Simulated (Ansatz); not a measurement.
Reaction (cleavage of the B–P bond): `NBPS` + H₂S → `NBS` + `PS`

Program: Ansatz. Geometries: PBE0-D4/def2-TZVP. ΔE: electronic, gas phase. CBS: MP2 limit from def2 TZ/QZ plus the TZ coupled-cluster correction, frozen cores. This one scheme is used for every species. DFT in def2-TZVPP. Each species was taken in one conformer, which may not be the lowest.

`NBPS`:

```xyz
9

N     1.725    0.024   -0.175
B     0.446   -0.169   -0.664
P    -0.989    0.905    0.100
S    -1.947   -0.758    1.026
H     1.950    0.712    0.526
H     2.512   -0.532   -0.466
H     0.259   -1.002   -1.501
H    -1.816    0.969   -1.052
H    -2.140   -0.149    2.206
```

H₂S:

Z-matrix (Å, degrees):
```
S
H 1 1.341
H 1 1.341 2 92.3
```

`NBS`:

```xyz
7

N     1.058   -0.221   -0.472
B    -0.284   -0.060   -0.139
S    -0.742    0.663    1.462
H     1.824    0.040    0.125
H     1.344   -0.618   -1.349
H    -1.132   -0.398   -0.908
H    -2.067    0.593    1.281
```

`PS`:

```xyz
5

P    -0.218    0.018   -0.771
S     0.171   -0.273    1.288
H     1.128    0.180   -1.192
H    -0.448    1.418   -0.718
H    -0.632   -1.343    1.393
```

Problem. Is it downhill or uphill in electronic energy at CCSD(T)/CBS, and by how much? (An estimate is asked.)

Solution. The calculation gave: Downhill: ΔE = -59.7 kJ/mol.

Problem. What do these levels give: PBE-D4, ωB97X-V, HF/def2-SVP, CCSD/def2-TZVPP, SCS-MP2/def2-QZVPP, MP2/CBS(def2)? (An estimate is asked.)

Solution. The calculation gave: PBE-D4 -59.3, ωB97X-V -62.2, HF/def2-SVP -70.5, CCSD/def2-TZVPP -61.2, SCS-MP2/def2-QZVPP -62.8, MP2/CBS(def2) -62.5 kJ/mol.

Largest T1 diagnostic among the species: 0.014.

Leaving LDA and LC-ωPBE aside and taking each functional with its dispersion term where it has one, the values, not all of them listed here, spread over 6.8 kJ/mol, from r2SCAN0-D4 to revPBE-D4. In def2-TZVPP, CCSD(T) changes the Hartree–Fock value by +10.4 kJ/mol (the triples alone add +1.4 kJ/mol) and MP2 by +7.7 kJ/mol. The D4 term adds +4.5 kJ/mol with B3LYP and +2.7 kJ/mol with PBE0; it sums over pairs of atoms, weighted by their polarisabilities, and B3LYP, whose exchange is more repulsive, gets the larger term.

B3LYP here is the variant with VWN-RPA as its local correlation; programs differ in this.
